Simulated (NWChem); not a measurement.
System: HgI, doublet; SMILES [Hg][I]

The following NWChem deck was run.

```
start job
memory heap 200 mb stack 900 mb global 1100 mb
geometry units angstroms noautoz
  Hg     0.000000     0.000000    -1.111211
  I      0.000000     0.000000     1.714715
end
basis spherical
  * library def2-svp
end
ecp
  I library def2-ecp
  Hg library def2-ecp
end
dft
  odft
  mult 2
  xc becke97-2
  iterations 150
  mulliken
end
task dft energy
```

Excerpt of the output:

```
             Northwest Computational Chemistry Package (NWChem) 7.3.0
             --------------------------------------------------------

 ORDER OF PRIMARY AXIS IS BEING SET TO 4
 C4V symmetry detected

                             Geometry "geometry" -> ""
                             -------------------------

 Output coordinates in angstroms (scale by  1.889725989 to convert to a.u.)

  No.       Tag          Charge          X              Y              Z
 ---- ---------------- ---------- -------------- -------------- --------------
    1 Hg                  80.0000     0.00000000     0.00000000    -1.12612089
    2 I                   53.0000     0.00000000     0.00000000     1.69980511

 Effective nuclear repulsion energy (a.u.)     793.9739171368

      Symmetry information
      --------------------

 Group name             C4v
 Group number             18
 Group order               8
 No. of unique centers     2

                                 NWChem DFT Module
                                 -----------------

 Summary of "ao basis" -> "ao basis" (spherical)
 ------------------------------------------------------------------------------
       Tag                 Description            Shells   Functions and Types
 ---------------- ------------------------------  ------  ---------------------
 Hg                         def2-svp                12       32   6s3p2d1f
 I                          def2-svp                10       26   4s4p2d

      Symmetry analysis of basis
      --------------------------

        a1         22
        a2          0
        b1          5
        b2          5
        e          26

            General Information
            -------------------
          SCF calculation type: DFT
          Wavefunction type:  spin polarized.
          No. of atoms     :     2
          No. of electrons :    45
           Alpha electrons :    23
            Beta electrons :    22
          Charge           :     0
          Spin multiplicity:     2
          Use of symmetry is: on ; symmetry adaption is: on
          Maximum number of iterations: 150
          AO basis - number of functions:    58
                     number of shells:    22
          Convergence on energy requested:  1.00D-06
          Convergence on density requested:  1.00D-05
          Convergence on gradient requested:  5.00D-04

              XC Information
              --------------
                   Becke 97-2 Method XC Functional
                     Hartree-Fock (Exact) Exchange  0.210
                 Becke 1997-2  Exchange Functional  1.000
                Becke 1997-2 Correlation Potential  1.000

             Grid Information
             ----------------
          Grid used for XC integration:  medium
          Radial quadrature: Mura-Knowles
          Angular quadrature: Lebedev.
          Tag              B.-S. Rad. Rad. Pts. Rad. Cut. Ang. Pts.
          ---              ---------- --------- --------- ---------
          Hg                  1.50      123          10.0       590
          I                   1.40      123          11.0       590
          Grid pruning is: on
          Number of quadrature shells:   246
          Spatial weights used:  Erf1

      Superposition of Atomic Density Guess
      -------------------------------------

 Sum of atomic energies:        -521.27201084

      Non-variational initial energy
      ------------------------------

 Total energy =    -449.244273
 1-e energy   =    -974.741555
 2-e energy   =     431.868283
 HOMO         =      -0.210586
 LUMO         =       0.084659

   Symmetry analysis of molecular orbitals - initial alpha
   -------------------------------------------------------

 !! scf_movecs_sym_adapt:    8 vectors were symmetry contaminated

  Symmetry fudging

 !! scf_movecs_sym_adapt:    8 vectors were symmetry contaminated

  Numbering of irreducible representations:

     1 a1          2 a2          3 b1          4 b2          5 e

  Orbital symmetries:

     1 a1          2 a1          3 e           4 e           5 a1
     6 a1          7 e           8 e           9 a1         10 e
    11 e          12 b2         13 b1         14 a1         15 a1
    16 e          17 e          18 b1         19 b2         20 a1
    21 e          22 e          23 a1         24 e          25 e
    26 a1         27 a1         28 a1         29 e          30 e
    31 a1         32 e          33 e

   Symmetry analysis of molecular orbitals - initial beta
   ------------------------------------------------------

 !! scf_movecs_sym_adapt:    8 vectors were symmetry contaminated

  Symmetry fudging

 !! scf_movecs_sym_adapt:    8 vectors were symmetry contaminated

  Numbering of irreducible representations:

     1 a1          2 a2          3 b1          4 b2          5 e

  Orbital symmetries:

     1 a1          2 a1          3 e           4 e           5 a1
     6 a1          7 e           8 e           9 a1         10 e
    11 e          12 b2         13 b1         14 a1         15 a1
    16 e          17 e          18 b1         19 b2         20 a1
    21 e          22 e          23 a1         24 e          25 e
    26 a1         27 a1         28 a1         29 e          30 e
    31 a1         32 e          33 e

     ---------------------------------------------
      Total Density - Mulliken Population Analysis
     ---------------------------------------------

    Atom       Charge   Shell Charges
 -----------   ------   -------------------------------------------------------
    1 Hg  20    19.51   0.12 -0.55  1.79  0.65  0.76  0.66  5.57  0.45  0.08  8.95  1.03  0.00
    2 I   25    25.49   1.83  0.22  1.25  0.68  2.92  3.13  2.63  2.81  9.83  0.19

     --------------------------------------------
      Spin Density - Mulliken Population Analysis
     --------------------------------------------

[...]
```

Level: B97-2/def2-SVP with def2 effective core potentials on I, Hg, spin-unrestricted. All runs use the structure optimised with PBE0/def2-SVP, spin-unrestricted. This spin state was assumed; another may lie lower. No stability test was run on the SCF state. def2 effective core potentials on I, Hg; no spin-orbit coupling.
